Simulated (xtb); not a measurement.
C3H3, charge -1, singlet, at a GFN2-xTB geometry; GFN2-xTB run with xtb.

Input for xtb:
```
$ xtb mol.xyz --gfn 2 --chrg -1 --opt --json

# file mol.xyz
6

C      0.00179213    -0.00082963     0.34805219
C      0.00811735    -0.00375776     1.57647903
C     -0.00588691     0.00272522    -1.14330257
H      0.03963094     1.02847941    -1.56026013
H      0.85557099    -0.54993143    -1.56822380
H     -0.91933737    -0.46737496    -1.55888795
```

Task: Predict the main parts of the log of this xtb run.

Result: 
```
   ID    Z sym.   atoms
    1    6 C      1-3
    2    1 H      4-6

           -------------------------------------------------
          |                Calculation Setup                |
           -------------------------------------------------

           -------------------------------------------------
          |                 G F N 2 - x T B                 |
           -------------------------------------------------

          ...................................................
          :                      SETUP                      :
          :.................................................:
          :  # basis functions                  15          :
          :  # atomic orbitals                  15          :
          :  # shells                            9          :
          :  # electrons                        16          :
          :  max. iterations                   250          :
          :  Hamiltonian                  GFN2-xTB          :
          :  restarted?                      false          :
          :  GBSA solvation                  false          :
          :  PC potential                    false          :
          :  electronic temp.          300.0000000     K    :
          :  accuracy                    1.0000000          :
          :  -> integral cutoff          0.2500000E+02      :
          :  -> integral neglect         0.1000000E-07      :
          :  -> SCF convergence          0.1000000E-05 Eh   :
          :  -> wf. convergence          0.1000000E-03 e    :
          :  Broyden damping             0.4000000          :
          :  net charge                         -1          :
          :  unpaired electrons                  0          :
          ...................................................

 iter      E             dE          RMSdq      gap      omega  full diag
   1     -8.0482286 -0.804823E+01  0.814E+00    6.01       0.0  T
   2     -8.0618572 -0.136286E-01  0.603E+00    5.55       1.0  T
   3     -8.0852169 -0.233597E-01  0.363E+00    6.31       1.0  T
   4     -8.1230224 -0.378055E-01  0.107E+00    6.14       1.0  T
   5     -8.1256106 -0.258821E-02  0.187E-01    6.26       1.0  T
   6     -8.1253839  0.226643E-03  0.217E-01    6.27       1.0  T
   7     -8.1255716 -0.187661E-03  0.854E-02    6.30       1.0  T
   8     -8.1256161 -0.445506E-04  0.150E-02    6.29       2.7  T
   9     -8.1256170 -0.833471E-06  0.680E-03    6.29       6.0  T
  10     -8.1256173 -0.270397E-06  0.389E-04    6.29     104.9  T
  11     -8.1256173 -0.856938E-09  0.581E-05    6.29     702.5  T

   *** convergence criteria satisfied after 11 iterations ***

         :::::::::::::::::::::::::::::::::::::::::::::::::::::
         ::                     SUMMARY                     ::
         :::::::::::::::::::::::::::::::::::::::::::::::::::::
         :: total energy              -7.970631153857 Eh    ::
         :: gradient norm              0.000099471513 Eh/a0 ::
         :: HOMO-LUMO gap              6.292365857400 eV    ::
         ::.................................................::
         :: SCC energy                -8.125617153752 Eh    ::
         :: -> isotropic ES            0.152737798531 Eh    ::
         :: -> anisotropic ES          0.008767186613 Eh    ::
         :: -> anisotropic XC          0.005621411872 Eh    ::
         :: -> dispersion             -0.002769031795 Eh    ::
         :: repulsion energy           0.154985999896 Eh    ::
         :: add. restraining           0.000000000000 Eh    ::
         :: total charge              -1.000000000000 e     ::
         :::::::::::::::::::::::::::::::::::::::::::::::::::::

      -----------------------------------------------------------
     |                   =====================                   |
     |                        A N C O P T                        |
     |                   =====================                   |
[...]
 * total energy  :    -7.9706312 Eh     change       -0.3479883E-11 Eh
   *** GEOMETRY OPTIMIZATION CONVERGED AFTER 1 ITERATIONS ***
         :: total energy              -7.970631153860 Eh    ::
[...]
         :: total charge              -1.000000000000 e     ::
         :::::::::::::::::::::::::::::::::::::::::::::::::::::

           -------------------------------------------------
          |                Property Printout                |
           -------------------------------------------------

    * Orbital Energies and Occupations

         #    Occupation            Energy/Eh            Energy/eV
      -------------------------------------------------------------
         1        2.0000           -0.3734142             -10.1611
         2        2.0000           -0.2836561              -7.7187
         3        2.0000           -0.2687902              -7.3142
         4        2.0000           -0.2687902              -7.3142
         5        2.0000           -0.2316639              -6.3039
         6        2.0000           -0.0628827              -1.7111
         7        2.0000           -0.0628827              -1.7111
         8        2.0000           -0.0537373              -1.4623 (HOMO)
         9                          0.1775028               4.8301 (LUMO)
        10                          0.1775028               4.8301
        11                          0.3356956               9.1347
        12                          0.4034265              10.9778
        13                          0.4034265              10.9778
        14                          0.4248648              11.5612
        15                          1.3802600              37.5588
      -------------------------------------------------------------
                  HL-Gap            0.2312401 Eh            6.2924 eV
             Fermi-level            0.0618827 Eh            1.6839 eV

     #   Z          covCN         q      C6AA      α(0)
     1   6 C        1.958    -0.225    37.714     9.917
     2   6 C        0.981    -0.510    56.394    12.613
     3   6 C        3.743    -0.033    21.241     6.575
     4   1 H        0.922    -0.077     4.833     3.438
     5   1 H        0.922    -0.077     4.833     3.438
     6   1 H        0.922    -0.077     4.833     3.438

 Mol. C6AA /au·bohr⁶  :        616.266111
 Mol. C8AA /au·bohr⁸  :      14634.340754
 Mol. α(0) /au        :         39.419384

Wiberg/Mayer (AO) data.
largest (>0.10) Wiberg bond orders for each atom

 ---------------------------------------------------------------------------
     #   Z sym  total        # sym  WBO       # sym  WBO       # sym  WBO
 ---------------------------------------------------------------------------
     1   6 C    3.857 --     2 C    2.900     3 C    0.953
     2   6 C    3.011 --     1 C    2.900
     3   6 C    3.918 --     6 H    0.972     5 H    0.972     4 H    0.972
                             1 C    0.953
     4   1 H    0.994 --     3 C    0.972
     5   1 H    0.994 --     3 C    0.972
     6   1 H    0.994 --     3 C    0.972
 ---------------------------------------------------------------------------

Topologies differ in total number of bonds
Writing topology from bond orders to xtbtopo.mol

molecular dipole:
                 x           y           z       tot (Debye)
 q only:       -0.005       0.002      -0.909
   full:       -0.010       0.004      -1.872       4.759
molecular quadrupole (traceless):
                xx          xy          yy          xz          yz          zz
 q only:        3.182       0.000       3.182      -0.049       0.023      -6.364
  q+dip:        3.197       0.000       3.197      -0.049       0.023      -6.394
   full:        4.124       0.000       4.124      -0.064       0.029      -8.248

optimized geometry written to: xtbopt.xyz

           -------------------------------------------------
          | TOTAL ENERGY               -7.970631153860 Eh   |
          | GRADIENT NORM               0.000100153504 Eh/α |
          | HOMO-LUMO GAP               6.292362411356 eV   |
           -------------------------------------------------

normal termination of xtb
```
